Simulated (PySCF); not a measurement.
**Electronic absorption of C4H11AlCl3N**

Compound: C4H11AlCl3N.
SMILES: `C[N+](C)(C)[AlH2-][C](Cl)(Cl)Cl`

Computed with PySCF 2.14.0, density-fitted response routines, TDDFT B3LYP/def2-SVPD, vertical, gas phase, core orbitals frozen in the response. Geometry: PBE0-D3(BJ)/def2-SVP; no solvent, vibrations or thermal averaging. Torsions of this conformer, `[CH3:1][N+:2]([CH3:3])([CH3:4])[AlH2-:5][C:6]([Cl:7])([Cl:8])[Cl:9]`: C1–N2–Al5–C6 -61°, N2–Al5–C6–Cl7 180°.

Task: What does the calculation give for the low-lying excited states?

Result: 

```json
{"state": "S1", "E (eV)": "5.22", "ν̃ (cm⁻¹)": "42110", "f": "0.012", "symmetry": "A′", "main configurations (H = HOMO, L = LUMO)": "H→L (98%)"}
{"state": "S2", "E (eV)": "6.02", "ν̃ (cm⁻¹)": "48550", "f": "0.0011", "symmetry": "–", "main configurations (H = HOMO, L = LUMO)": "H-1→L (86%), H→L+2 (9%)"}
{"state": "S3", "E (eV)": "6.08", "ν̃ (cm⁻¹)": "49040", "f": "0.0000", "symmetry": "–", "main configurations (H = HOMO, L = LUMO)": "H-2→L (97%)"}
{"state": "S4", "E (eV)": "6.18", "ν̃ (cm⁻¹)": "49860", "f": "0.013", "symmetry": "A′", "main configurations (H = HOMO, L = LUMO)": "H→L+1 (47%), H→L+3 (39%), H-3→L (8%)"}
{"state": "S5", "E (eV)": "6.26", "ν̃ (cm⁻¹)": "50480", "f": "0.017", "symmetry": "A″", "main configurations (H = HOMO, L = LUMO)": "H→L+2 (80%), H-1→L (12%)"}
{"state": "S6", "E (eV)": "6.47", "ν̃ (cm⁻¹)": "52160", "f": "0.023", "symmetry": "A′", "main configurations (H = HOMO, L = LUMO)": "H→L+1 (50%), H→L+3 (35%), H-3→L (8%)"}
{"state": "S7", "E (eV)": "6.68", "ν̃ (cm⁻¹)": "53840", "f": "0.036", "symmetry": "A′", "main configurations (H = HOMO, L = LUMO)": "H-3→L (69%), H→L+3 (18%)"}
{"state": "S8", "E (eV)": "6.68", "ν̃ (cm⁻¹)": "53870", "f": "0.013", "symmetry": "A″", "main configurations (H = HOMO, L = LUMO)": "H-1→L+1 (88%), H-1→L+3 (9%)"}
{"state": "S9", "E (eV)": "6.78", "ν̃ (cm⁻¹)": "54690", "f": "0.040", "symmetry": "A″", "main configurations (H = HOMO, L = LUMO)": "H-4→L (83%)"}
{"state": "S10", "E (eV)": "6.95", "ν̃ (cm⁻¹)": "56030", "f": "0.028", "symmetry": "A′", "main configurations (H = HOMO, L = LUMO)": "H-1→L+2 (73%), H-5→L (10%), H→L+4 (8%)"}
```

Triplets, Tamm–Dancoff:

| state | E (eV) | λ (nm) | main configurations (H = HOMO, L = LUMO) |
| --- | --- | --- | --- |
| T1 | 4.78 | 259.4 | H→L (96%) |
| T2 | 5.46 | 227.1 | H→L+3 (62%), H→L+1 (22%) |
| T3 | 5.48 | 226.4 | H→L+2 (78%) |
| T4 | 5.62 | 220.6 | H-2→L (91%) |

The lowest singlet lies at 5.22 eV (237 nm, ultraviolet) and is weak; its leading configuration is HOMO→LUMO (98%). The most intense listed level is S9 at 6.78 eV (183 nm, f = 0.040), 1.56 eV above S1. S7/S8 lie within about 0.01 eV of each other. Löwdin shares by element: HOMO chlorine 54%, carbon 28% or more (atoms not listed hold the other 18%); LUMO chlorine 69%, carbon 23% or more. The oscillator strengths of these states sum to 0.182; summed over the whole spectrum of an exact calculation they would give the number of electrons, 106 (Thomas–Reiche–Kuhn). Of the 10 states listed, 8 reach f = 0.01 and 1 stays under 0.0005. The listed states span 1.73 eV, and the widest gap between neighbours is 0.80 eV (S1 to S2). All these states lie below the vertical ionisation energy of 9.14 eV (ΔSCF). Symmetry labels in Cs follow from the direction of the transition dipole and are given only for states with f of 0.002 or more. Only the lowest 10 singlets were computed, as vertical energies without vibronic structure.
